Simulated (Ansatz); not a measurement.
1,1-difluorobut-2-yne (C4H4F2), SMILES CC#CC(F)F.

Coordinates come from a r2SCAN-D4/def2-SVP optimisation.

Two levels are set side by side: PBE/def2-SVPD (Ansatz, a first-principles code) and PBE0/def2-SVPD (Ansatz). Energy differences of separate SCF runs at the same geometry; the states with an electron removed or added have multiplicity 2 and 2. Differences are taken from unrounded values.

```json
[
 {"quantity": "vertical ionisation energy (eV)", "PBE0": "10.54"},
 {"quantity": "vertical singlet–triplet gap (eV)", "PBE0": "5.24"}
]
```

Problem. What does PBE give, and how far is it from PBE0? (The exact figures need the calculation; the answer reports its results.)

Solution. 
| quantity | PBE | PBE minus PBE0 |
|---|---|---|
| vertical ionisation energy (eV) | 10.38 | -0.16 |
| vertical singlet–triplet gap (eV) | 5.27 | 0.03 |

Here PBE gives about what the other level gives.
